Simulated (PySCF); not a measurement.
## C11H14O2: Computed beside measured shifts

System: C11H14O2 (measured compound), SMILES CC(C)(C)OC(=O)c1ccccc1.

Atom-mapped SMILES (hydrogens are numbered by the atom that bears them): [CH3:1][C:2]([CH3:3])([CH3:4])[O:5][C:6](=[O:7])[c:8]1[cH:9][cH:10][cH:11][cH:12][cH:13]1

Level of theory: GIAO KT3/pcSseg-1, gas phase, PySCF SCF with an in-house response code, fitting set def2-universal-JFIT, grid level 2, non-relativistic, geometry: GFN2-xTB.

One optimised conformer. Values are averaged over the atoms that symmetry or fast rotation interchanges, on this one geometry and without vibrational averaging. Shifts are the reference shielding less the shielding here, at the same level (13C, 1H against isolated TMS; 17O against isolated H2O); nuclei without a reference have shieldings only.

Task: What shifts does this level give for C2, C1/3/4, H on 1/3/4, and how do they compare with measurement?

Result: 
```tsv
atom	nucleus	computed / ppm	measured / ppm	computed less measured	measured against	medium of the measurement
C2	13C	81.1	80.7	0.4	TMS	not stated per compound (mostly CDCl3 or CCl4)
C1/3/4	13C	28.3	28.2	0.1	TMS	not stated per compound (mostly CDCl3 or CCl4)
H on 1/3/4	1H	1.73	1.58	0.15	TMS	not stated per compound (mostly CDCl3 or CCl4)
```

Measured values: Pretsch, Buehlmann, Badertscher, Structure Determination of Organic Compounds, 4th ed..
